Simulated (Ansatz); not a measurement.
`[CH3][SnH]([CH3])[Cl]` + `[AlH3]` → `[CH3][SnH]([CH3])[AlH2]` + HCl  (formal exchange of groups at the Sn–Cl bond)

Program: Ansatz. Geometries: PBE0-D4/def2-TZVP. ΔE: electronic, gas phase. CCSD(T)/CBS adds triple-zeta CCSD(T) − MP2 to the extrapolated MP2 energy (def2 sets, frozen cores). This one scheme is used for every species. Elements past krypton have def2 core potentials. For Sn outer-core shells are correlated without core-valence functions, which leaves a few kJ/mol of doubt a bond.

`[CH3][SnH]([CH3])[Cl]`:

Z-matrix (Å, degrees):
```
C
Sn 1 2.130
H 1 1.090 2 109.3
H 1 1.091 2 110.2 3 -120.2
H 1 1.089 2 109.5 3 119.6
C 2 2.130 1 114.2 3 54.5
Cl 2 2.351 1 105.2 3 -60.4
H 2 1.710 1 113.0 3 -174.6
H 6 1.091 2 110.2 1 66.1
H 6 1.090 2 109.3 1 -54.1
H 6 1.090 2 109.5 1 -173.7
```

`[AlH3]`:

```xyz
4

Al    0.000    0.000    0.000
H     0.068    1.579    0.128
H     0.050   -0.682   -1.431
H    -0.119   -0.897    1.303
```

`[CH3][SnH]([CH3])[AlH2]`:

```xyz
13

C    -0.184   -1.996   -0.306
Sn   -0.243    0.152   -0.458
C    -1.298    0.886    1.272
Al    2.154    1.272   -0.786
H     0.297   -2.428   -1.184
H     0.374   -2.294    0.582
H    -1.200   -2.385   -0.232
H    -1.232    0.521   -1.823
H    -2.293    0.441    1.306
H    -1.397    1.970    1.228
H    -0.761    0.617    2.182
H     2.386    2.813   -0.464
H     3.396    0.430   -1.316
```

HCl:

```xyz
2

Cl    0.190    0.427    0.436
H    -0.190   -0.427   -0.436
```

```
                  species  CCSD(T)/CBS(def2) energy (Eh)
  `[CH3][SnH]([CH3])[Cl]`                     -754.17727
                 `[AlH3]`                     -243.78045
`[CH3][SnH]([CH3])[AlH2]`                     -537.55037
                      HCl                     -460.38127
```

(1) Work out ΔE.

Largest T1 diagnostic among the species: 0.011.

Answers

(1) ΔE = (-537.55037) + (-460.38127) − (-754.17727) − (-243.78045) = 0.02608 Eh = +68.5 kJ/mol.

From PBE to PBE0 (25 % exact exchange), in def2-TZVPP and without D4, ΔE moves by +4.3 kJ/mol. In def2-TZVPP, CCSD(T) changes the Hartree–Fock value by −28.0 kJ/mol (the triples alone add −2.0 kJ/mol) and MP2 by −23.3 kJ/mol.
